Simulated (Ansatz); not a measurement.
Cost and result up the ladder for the cluster Rb4I3 (7 atoms). Charge 0, multiplicity 2. Geometry: PBE0-D4/def2-SVP.

Cartesian coordinates in Å:
```
Rb -1.370 2.241 0.648
Rb 1.093 0.660 -2.347
Rb 2.176 -3.169 3.305
Rb -1.423 -2.914 0.376
I 0.757 3.953 -1.434
I 1.109 -0.471 1.187
I -2.342 -0.300 -1.736
```

Ansatz on 4 threads of Arm Neoverse V2 on a shared host. Times are rough, and most runs start from the orbitals of an earlier one. PBE0-D4/def2-TZVP serves as the yardstick here, not as an exact answer. Differences are given only for rows in sets of like size (and for xTB, whose basis is part of the method), since another set adds its own error. Binding counts from free atoms at the same level (Rb doublet, I doublet; other spins of the atoms weren't run), without zero-point energy or a counterpoise term.

In the def2 sets I, Rb take a core potential; there is no spin–orbit coupling. LC-ωPBE has ω = 0.4 bohr⁻¹. Correlated methods freeze 12 core orbitals; core or outer-core shells of Rb, I are correlated, in sets that lack core-valence functions. Another isomer (doublet) lies 0.43 eV lower at PBE0-D4/def2-TZVP; other spin states weren't run for this one.

Correlated methods converge slowly with the basis.

```tsv
level	functions	binding energy per atom (eV)	difference from PBE0-D4/def2-TZVP (eV)
RPA@PBE/def2-TZVP	282	1.70	-0.23
PBE-D4/def2-SVP	174	1.93	–
PBE0-D4/def2-TZVP	282	1.93	0.00
MP2/def2-TZVP	282	1.96	0.03
r2SCAN-D4/def2-TZVP	282	1.96	0.03
PBE-D4/def2-TZVP (with forces)	282	1.91	-0.03
LC-ωPBE/def2-TZVP	282	1.93	0.00
PBE0-D4/def2-SVP	174	1.95	–
BLYP-D4/def2-TZVP	282	1.82	-0.11
```

**Question.** Estimate how long each takes.

**Answer.** PBE-D4/def2-SVP 7 s; PBE0-D4/def2-SVP 15 s; PBE-D4/def2-TZVP (with forces) 17 s; BLYP-D4/def2-TZVP 19 s; LC-ωPBE/def2-TZVP 23 s; PBE0-D4/def2-TZVP 24 s; MP2/def2-TZVP 25 s; r2SCAN-D4/def2-TZVP 37 s; RPA@PBE/def2-TZVP 48 s. On shared hardware such times vary by a factor of up to 3.
